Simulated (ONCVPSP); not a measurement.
Configuration tests for Pd (ONCV)

Pd (Z = 46), optimised norm-conserving Vanderbilt (ONCV), made with ONCVPSP 4.0.1 (LDA (Perdew-Wang 92), scalar-relativistic). Core [Ar] 3d10, reference 4s2 4p6 4d8.5 (charge +1.5). Waves: 4s: rc 1.50 bohr, ncon 4, nbas 7, qcut 10 1/bohr, 2 projectors, debl 1.3 Ha; 4p: rc 1.35 bohr, ncon 4, nbas 9, qcut 12.9 1/bohr, 2 projectors, debl 4 Ha; 4d: rc 1.45 bohr, ncon 4, nbas 8, qcut 7.1 1/bohr, 2 projectors, debl 2.1 Ha; f scattering state at 0.4 Ha: rc 1.30 bohr, ncon 4, nbas 8, qcut 8.2 1/bohr, 1 projector. Local part: polynomial inside 1.10 bohr (lpopt 5, dvloc0 2 Ha). Core correction: Teter function, fcfact 2, rcfact 1.55.

In the s channel the program set the typed energies aside and used -3.800, 0.250 Ha.

Energies are relative to the spin-unpolarised reference configuration 4s2 4p6 4d8.5; without spin polarisation the order of configurations can differ from experiment.

| valence configuration | charge | ΔE all-electron (eV) | error AE − PS (meV) |
| --- | --- | --- | --- |
| 4s2 4p6 4d10 | 0 | -18.341 | +0.8 |
| 4s2 4p6 4d9 | +1 | -8.954 | +0.8 |
| 4s2 4p6 4d7 | +3 | 46.728 | -0.1 |

What are ΔE and the potential's error for 4s2 4p6 4d8?

ΔE = 12.129 eV all-electron; the error (AE − PS) is -1.0 meV.

Levels in the configuration 4s2 4p6 4d7:

```csv
level,all-electron (eV),pseudo (eV)
4s,-126.101,-126.089
4p,-91.541,-91.529
4d,-41.865,-41.855
```
